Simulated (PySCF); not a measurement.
**A small calculation by hand: oscillator strength and radiative lifetime**

Cd(H)(SH) (CdH₂S), SMILES [SH][CdH].

Geometry optimised at PBE0-D3(BJ)/def2-TZVP. The def2 effective core potentials stand for the cores of Cd; spin–orbit coupling is left out.

TDA-PBE0/def2-TZVPD in PySCF puts the first singlet state with f over 0.02 at 5.18 eV (vertical), with the transition dipole (0.000, 0.000, -0.537) in atomic units.

Task: Find the oscillator strength, the wavelength and the radiative lifetime that this transition would have in vacuum if emission retraced absorption.

Result: 
|μ|² = 0.2884 au, so |μ| = 1.36 D. ΔE = 5.18/27.211 = 0.1904 hartree. f = (2/3) ΔE |μ|² = 0.037 (the program prints 0.037).
λ = 1239.84/5.18 = 239 nm; ν = 41779 cm⁻¹.
Einstein's coefficient A = 0.6670 ν² f s⁻¹ (ν in cm⁻¹) = 4.3e7 s⁻¹, so τ = 1/A = 23 ns. This state is S2; the lower singlet has f = 0.006. The figure is the radiative limit of this one transition; relaxation, internal conversion, crossing to triplets and a medium change what is measured.
